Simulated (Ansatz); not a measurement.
Calculated with Ansatz (gas phase, PBE0-D4/def2-TZVP geometries, no zero-point term in ΔE). CCSD(T)/CBS is the MP2 limit (def2-TZVPP, def2-QZVPP) plus CCSD(T) − MP2 in def2-TZVPP, frozen cores. This one scheme is used for every species. Functionals use def2-TZVPP. B3LYP here is the variant with VWN-RPA as its local correlation; programs differ in this. Each species was taken in one conformer, which may not be the lowest.

Consider the formal exchange of groups at a B–C bond: `B/C=C(/O)OC` + `B1BO1` → `BB1BO1` + `C=C(O)OC`.

`B/C=C(/O)OC`:

Z-matrix (Å, degrees):
```
C
O 1 1.415
H 1 1.088 2 105.8
H 1 1.098 2 112.2 3 117.2
H 1 1.093 2 111.5 3 -118.9
C 2 1.334 1 119.3 3 167.3
C 6 1.356 2 122.4 1 -153.7
O 6 1.339 2 116.9 1 27.2
B 7 1.502 6 123.8 2 7.2
H 7 1.085 6 113.5 2 -173.4
H 8 0.963 6 111.2 2 12.8
H 9 1.199 7 120.0 6 -179.3
H 9 1.198 7 121.2 6 1.3
```

`B1BO1`:

```xyz
5

B    -0.421   -0.495   -0.476
B     0.543    0.147    0.577
O    -0.301    0.862   -0.249
H    -1.120   -1.061   -1.247
H     1.299    0.548    1.396
```

`BB1BO1`:

```xyz
7

B     1.162    0.853    0.436
B    -0.103   -0.018   -0.101
B    -1.255   -1.099   -0.274
O    -1.031   -0.074   -1.143
H     2.285    0.555    0.150
H     1.012    1.742    1.223
H    -2.070   -1.959   -0.290
```

`C=C(O)OC`:

Cartesian coordinates in Å:
```
C 0.001 -0.388 1.419
C -0.567 -0.609 0.235
O -1.551 -1.507 0.060
O -0.277 -0.010 -0.936
C 0.741 0.966 -0.923
H -0.340 -0.950 2.275
H 0.790 0.335 1.545
H -1.799 -1.490 -0.871
H 0.829 1.330 -1.944
H 1.692 0.530 -0.603
H 0.479 1.792 -0.256
```

| level | ΔE (kJ/mol) | difference from CCSD(T)/CBS |
| --- | --- | --- |
| PBE0-D4 | 26.9 | -0.5 |
| B3LYP-D4 | 28.6 | 1.2 |
| ωB97M-V | 32.0 | 4.6 |
| B2PLYP | 31.3 | 3.9 |
| PBE | 23.6 | -3.8 |
| r2SCAN | 27.0 | -0.4 |
| SCS-MP2/def2-TZVPP | 34.8 | 7.4 |
| MP2/def2-QZVPP | 36.0 | 8.6 |
| SCS-MP2/def2-QZVPP | 33.2 | 5.8 |
| MP2/CBS(def2) | 35.2 | 7.8 |
| CCSD(T)/CBS | 27.4 | 0 |

Largest T1 diagnostic among the species: 0.017.
